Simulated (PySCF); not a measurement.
Isomers of C3H3F. Gas-phase values, no solvent. Strings in code marks are SMILES.

All values below come from PBE0-D3(BJ)/def2-TZVP run with PySCF 2.14.0. All candidates: neutral, multiplicity 1. Delta-SCF ions had no search for a lower state. Excitations are Tamm–Dancoff values on a coarser integration grid. The basis has no diffuse functions, so Rydberg states are missing or too high.

The vertical ionisation energy (Delta-SCF) is 9.84 eV and the T1 excitation (TDA) is 4.38 eV. The S1 excitation (TDA) is 4.93 eV.

**Question.** Name which member has these values.
A) `C=C=CF`
B) `C#CCF`
C) `CC#CF`
D) `FC1=CC1`

**Answer.** A, `C=C=CF`. The others give `C#CCF`: 10.68 eV, 5.23 eV, 6.17 eV; `FC1=CC1`: 9.77 eV, 4.54 eV, 7.19 eV; `CC#CF`: 10.17 eV, 5.96 eV, 7.31 eV
